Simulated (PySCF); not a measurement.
Working out the ionisation energy of Br

Br [Ar] 3d10 4s2 4p5 (2P) → Br⁺ [Ar] 3d10 4s2 4p4 (3P). All numbers are calculated (PySCF 2.14, a scalar-relativistic core potential, in aug-cc-pwCVDZ-PP with ECP10MDF). Frozen: nothing. Energies in hartree (1 hartree = 27.21139 eV):

```
             part   Br (lower)  Br⁺ (upper)
              UHF  -415.475292  -415.080580
MP2 opposite-spin    -0.350121    -0.331276
    MP2 same-spin    -0.175395    -0.167450
```

Question: What does Hartree-Fock give?

Answer: (-415.080580) − (-415.475292) = 0.394712 hartree = 10.741 eV.

Question: What do MP2 and SCS-MP2 (6/5 opposite-spin, 1/3 same-spin) give?

Answer: The opposite-spin parts differ by 0.513 eV and the same-spin parts by 0.216 eV. MP2: 10.741 + (0.513) + (0.216) = 11.470 eV. SCS-MP2: 10.741 + 1.2 × (0.513) + (0.216)/3 = 11.429 eV.

Measured between the centres of the two terms (NIST): 11.844 eV, so MP2 (valence and next inner shell) is off by -0.374 eV.

A double-zeta basis recovers only part of the correlation energy.

What remains against the reference includes basis incompleteness and correlation beyond second order.
